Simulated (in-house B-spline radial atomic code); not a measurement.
Configurations of In⁶⁺, with energies counted from [Kr] 4d7. All numbers are computed (non-relativistic Hartree-Fock with fractional occupations, spin-polarised, spherical fractional occupations; point nucleus) with a B-spline radial code for spherical atoms, not measured. Shells without spins written out take the highest spin.

Caution: exact exchange at fractional occupations of open shells leaves self-interaction of up to several eV.

Occupations are held fixed; configurations that lie above the ionisation limit could autoionise.

| configuration | E - E(ref) (eV) | highest orbital | its <r> (bohr) |
| --- | --- | --- | --- |
| [Kr] 4d(4 up, 3 down) | 11.911 | 4d down | 1.053 |
| [Kr] 4d6 4f1 | 58.237 | 4f up | 1.733 |
| [Ar] 3d10 4s2 4p5 4d8 | 72.848 | 4d down | 1.061 |
| [Kr] 4d(1 up, 5 down) 5f(0 up, 1 down) | 75.997 | 5f down | 3.643 |
| [Ar] 3d10 4s2 4p5 4d7 5d1 | 135.93 | 5d up | 2.608 |
| [Ar] 3d9 4s2 4p6 4d7 5d1 | 540.77 | 5d up | 2.58 |

(1) Order these further configurations by energy, lowest first.
A. [Ar] 3d10 4s2 4p(3 up, 2 down) 4d(3 up, 5 down)
B. [Ar] 3d(5 up, 4 down) 4s2 4p6 4d(5 up, 2 down) 4f(1 up, 0 down)
C. [Ar] 3d10 4s2 4p5 4d7 5s1
D. [Ar] 3d10 4s2 4p5 4d7 5f1
E. [Kr] 4d6 5s1

(2) How far above the reference does [Ar] 3d9 4s2 4p6 4d7 5f1 lie?

(3) How far above the reference does [Ar] 3d(5 up, 4 down) 4s2 4p6 4d(3 up, 5 down) lie?

Answers

(1) E (28.445 eV), A (79.278 eV), C (105.01 eV), D (152.61 eV), B (539.64 eV).

(2) 557.66 eV; its least bound orbital is 5f up with <r> = 3.58 bohr.

(3) 475.09 eV; its least bound orbital is 4d up with <r> = 1.024 bohr.
